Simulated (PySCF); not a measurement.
Eu³⁺ (europium, charge +3) across methods

[Xe] 4f6, high-spin 7F determinant. All numbers are calculated (PySCF 2.14, scalar relativity by spin-free X2C-1e, in cc-pVDZ-X2C).

| method | E (hartree) | mean ε 5p α (eV) | mean ε 5p β (eV) | mean ε 4f α (eV) | Σ⟨r²⟩ (bohr²) | ⟨S²⟩ |
| --- | --- | --- | --- | --- | --- | --- |
| r2SCAN | -10842.07 | -52.540 | -50.235 | -35.099 | 35.59 | 12.006 |
| PBE | -10841.74 | -51.663 | -49.680 | -34.667 | 35.66 | 12.003 |
| PBE0 | -10841.71 | -53.677 | -51.539 | -37.841 | 35.60 | 12.003 |
| LDA | -10833.80 | -51.867 | -49.933 | -34.872 | 35.63 | 12.003 |
| UHF | -10838.21189 | -58.520 | -55.650 | -46.471 | 35.66 | 12.005 |

Spin-orbit coupling, absent here, splits the open shell strongly.
